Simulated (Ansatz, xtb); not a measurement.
FHO2SeSi: which of two conformers lies lower

Structure X: `O[Si@@]1(F)O[Se]1`, a singlet. Structure Y: `O[Si@]1(F)O[Se]1`, a singlet. Both are isolated molecules in the gas phase, relaxed with PBE0-D3(BJ)/def2-SVP.

X (Å):

```xyz
6

F    -3.9062    1.7356   -0.4613
O    -1.7171    2.3783    1.1214
O    -2.8028   -0.2287    0.7408
Se   -0.6055    2.0732   -0.5041
Si   -2.5303    1.2847    0.2107
H    -2.0726   -0.6601    1.1978
```

Y (Å):

```
atom    x (Å)    y (Å)   z (Å)
   F  -1.4511   0.6777  0.4855
   O  -1.5390   0.3513  3.0683
   O  -1.4092  -1.9349  1.4296
  Se   0.5781  -1.7524  1.4659
  Si  -1.0942  -0.3488  1.6693
   H  -1.8515   1.2612  3.0345
```

Task: Estimate E(Y) − E(X) at the level CCSD(T)/def2-SVP + ΔMP2/def2-TZVPP.

Result: Calculated at CCSD(T)/def2-SVP + ΔMP2/def2-TZVPP: E(Y) − E(X) = +1.54 kcal/mol, so structure X lies lower.

How the difference moves with the method:

```csv
level,geometry,E(Y) − E(X) (kcal/mol),departure from the last row (kcal/mol),"job, with rough time for the two"
PBE0-D3(BJ)/def2-SVP,PBE0-D3(BJ)/def2-SVP,+1.39,−0.15,"optimisation, 64 s"
HF/def2-SVP,PBE0-D3(BJ)/def2-SVP,+1.25,−0.29,part of the CCSD(T) run
MP2/def2-SVP,PBE0-D3(BJ)/def2-SVP,+1.41,−0.13,part of the CCSD(T) run
CCSD(T)/def2-SVP,PBE0-D3(BJ)/def2-SVP,+1.31,−0.23,single point
CCSD(T)/def2-SVP + ΔMP2/def2-TZVPP,PBE0-D3(BJ)/def2-SVP,+1.54,,"single point, 51 s"
```

The levels shown agree on the order. The largest departure from CCSD(T)/def2-SVP + ΔMP2/def2-TZVPP is that of HF/def2-SVP, 0.29 kcal/mol. Levels run at GFN2-xTB geometries aren't shown. The last row adds to CCSD(T) the change of the MP2 difference between the two basis sets, here +0.23 kcal/mol.

With harmonic frequencies from PBE0-D3(BJ)/def2-SVP (ideal gas, rigid rotor, one conformer each, 298.15 K, 1 atm): on the last row, ΔE + ΔZPE = +1.37, ΔH = +1.45, ΔG = +1.27 kcal/mol.

The correlated steps freeze 17 core orbitals; the filled d shell of Se is correlated, in a basis made for valence electrons. Run with Ansatz 0.2.0; the last row on 1 thread of Arm Neoverse V2 on a shared host.
